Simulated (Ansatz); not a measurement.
Born–Oppenheimer molecular dynamics of C₃H₁₀ClNSi (16 atoms, charge 0, multiplicity 1). It starts from a relaxed structure.

Computed with Ansatz 0.2.0, RKS PBE-D4/STO-3G.

```json
{
  "ensemble": "NVT, Nosé–Hoover chain",
  "time step": "0.5 fs",
  "steps asked": "250",
  "set temperature": "400 K",
  "thermostat": "time constant 100 fs, chain length 3 (defaults)",
  "temperature schedule": "62 steps to 400 K, then 188 steps to 1200 K",
  "seed": "793973"
}
```

First frame:

```xyz
16
Properties=species:S:1:pos:R:3
Si 0.023 -0.101 0.075
N 0.225 -0.418 1.794
C -1.029 -0.610 2.599
H -1.697 -1.326 2.080
H -0.764 -1.034 3.591
H -1.595 0.338 2.772
C 1.175 0.499 2.513
H 1.427 0.061 3.502
H 2.108 0.599 1.922
H 0.759 1.522 2.688
H 1.361 0.005 -0.496
Cl -0.931 1.778 -0.316
C -1.023 -1.437 -0.724
H -2.063 -1.413 -0.359
H -1.046 -1.302 -1.818
H -0.603 -2.434 -0.508
```

**Question.** How far do the bonds stretch over the last three quarters of this one trajectory? (Pairs bonded in most of those frames.)

**Answer.** 
```
    bond  mean (Å)  spread (Å)  shortest  longest
  Si1–N2     1.751       0.029      1.71     1.82
 Si1–H11     1.465       0.037      1.40     1.52
Si1–Cl12     2.154       0.017      2.13     2.19
 Si1–C13     1.881       0.031      1.83     1.94
   N2–C3     1.498       0.024      1.44     1.55
   N2–C7     1.498       0.015      1.47     1.53
   C3–H4     1.110       0.016      1.08     1.14
   C3–H5     1.114       0.028      1.07     1.17
   C3–H6     1.120       0.022      1.07     1.17
   C7–H8     1.118       0.025      1.08     1.16
   C7–H9     1.115       0.035      1.05     1.18
  C7–H10     1.122       0.035      1.06     1.18
 C13–H14     1.103       0.008      1.09     1.12
 C13–H15     1.103       0.003      1.10     1.11
 C13–H16     1.104       0.007      1.09     1.12
```

Mean temperature of the second half: 242 K. The conserved energy stayed within 0.36 meV per atom of its start (net change 0.36 meV per atom), so the integration is sound. The schedule's set-point averaged 934 K over the second half and the system 242 K, so it lags behind the ramp. A run of 0.12 ps of so small a system gives no equilibrium averages. Limits of this set-up: minimal basis.

Run time: 17 min on 1 thread of Arm Neoverse V1, on a shared host, peak memory 0.11 GiB.
